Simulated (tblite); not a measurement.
Start geometry of `N#CC1=CC=[C]O1` [radical] from a force field or distance geometry (Å):
```
atom  x, y, z in Å
N1     3.2009   -0.1565   -0.2381
C2     2.0435    0.0105   -0.1285
C3     0.6542    0.1660    0.0195
C4    -0.4017   -0.6888   -0.2140
C5    -1.5784    0.0305    0.1078
C6    -1.1770    1.2917    0.4850
O7     0.1890    1.3822    0.4332
H8    -0.3207   -1.7162   -0.5395
H9    -2.5963   -0.3136    0.0493
```

**Question.** What comes out of this run: tblite 0.8.0, GFN2-xTB geometry optimisation, gas phase?

**Answer.** 
```
atom  x, y, z in Å
N1     3.162   -0.182   -0.249
C2     2.037    0.005   -0.122
C3     0.659    0.195    0.021
C4    -0.386   -0.677   -0.200
C5    -1.579    0.030    0.101
C6    -1.138    1.258    0.473
O7     0.160    1.397    0.442
H8    -0.317   -1.693   -0.534
H9    -2.584   -0.328    0.044
```

The energy falls by 15.6 kJ/mol over 23 L-BFGS steps, the largest force on an atom goes from 3.18 to 0.004 eV/Å, and the atoms move by 0.031 Å rms after alignment. The bond that changes most is C6–O7 (ends: carbon bonded to C and O; oxygen bonded to 2 C), which shortens by 0.063 Å. Bonds longer at the end by more than 0.005 Å: 0 of 9; shorter: 6. Among the angles that change most is C5–C6–O7, from 109.9° to 114.4°. Rotational constants go from 9624, 2068, 1702 to 9743, 2107, 1733 MHz. The orientation of the end geometry is arbitrary; only internal coordinates are fixed.

The run took under 0.1 s of wall time on one thread of an Arm Neoverse V2, shared host.

Its GFN2-xTB frequencies are all real (lowest 155 cm⁻¹).

All values are computed, not measured.
